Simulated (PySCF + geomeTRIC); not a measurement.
Species: H$_{8}$N$_{4}$Si, SMILES `N[Si](N)(N)N` (charge 0, multiplicity 1).

Problem. Give a relaxed geometry from r2SCAN-D4/def2-TZVP run with PySCF + geomeTRIC.

Solution. This is not unique; one that fits is the end point of this relaxation, one of several conformers (outside a Z-matrix the atoms follow the SMILES, hydrogens last).
Bonded distances (Å): N1–Si2 1.719, N1–H6 1.008, N1–H7 1.009, Si2–N3 1.719, Si2–N4 1.719, Si2–N5 1.719, N3–H8 1.009, N3–H9 1.008, N4–H10 1.008, N4–H11 1.009, N5–H12 1.008, N5–H13 1.009. Bond angles (°): Si2–N1–H6 120.0, Si2–N1–H7 119.7, H6–N1–H7 110.8, N1–Si2–N3 102.1, N1–Si2–N4 113.3, N1–Si2–N5 113.3, N3–Si2–N4 113.3, N3–Si2–N5 113.3, N4–Si2–N5 102.1, Si2–N3–H8 119.7, Si2–N3–H9 120.0, H8–N3–H9 110.9, Si2–N4–H10 120.0, Si2–N4–H11 119.7, H10–N4–H11 110.9, Si2–N5–H12 120.0, Si2–N5–H13 119.7, H12–N5–H13 110.8.
